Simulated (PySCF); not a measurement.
Si(H)2(OAc)(OH) (C2H6O3Si), SMILES CC(=O)O[SiH2]O. Atoms are numbered in the order given.

```xyz
12

Si    -1.3516    -0.0338     0.0341
O     -2.2515     1.3467     0.1857
O      0.2901     0.4755     0.0015
C      1.2498    -0.4681    -0.0461
C      2.6385     0.1113    -0.0710
O      0.9813    -1.6472    -0.0628
H     -1.6167    -0.8334     1.2450
H     -1.6293    -0.7372    -1.2427
H     -2.2445     1.9756    -0.5452
H      3.3803    -0.6946    -0.1126
H      2.7472     0.7754    -0.9422
H      2.7962     0.7287     0.8268
```

Geometry optimised at B3LYP-D3(BJ)/def2-SVP. One conformer was computed; it need not be the lowest.

Two levels are set side by side: PBE/pcSseg-1 (PySCF) and PBE0/pcSseg-1 (PySCF). GIAO shifts against H2O (¹⁷O), TMS (²⁹Si), TMS (¹H), TMS (¹³C) at the same level; non-relativistic, no solvent, atoms listed together averaged. Differences are taken from unrounded values.

| quantity | PBE0 | PBE | PBE minus PBE0 |
|---|---|---|---|
| δ(²⁹Si) of Si1 (ppm) | -20.3 | -20.2 | 0.1 |
| δ(¹⁷O) of O2 (ppm) | 39.4 | 47.1 | 7.6 |
| δ(¹⁷O) of O3 (ppm) | 233.4 | 249.9 | 16.5 |
| δ(¹³C) of C4 (ppm) | 179.8 | 175.9 | -3.9 |
| δ(¹³C) of C5 (ppm) | 25.3 | 24.9 | -0.5 |
| δ(¹⁷O) of O6 (ppm) | 483.1 | 484.3 | 1.2 |
| δ(¹H) of H9 (ppm) | 2.03 | 1.87 | -0.16 |

Rough cost on one machine, each run with all the roots and properties that it gave: PBE0 against PBE within a factor of 2.
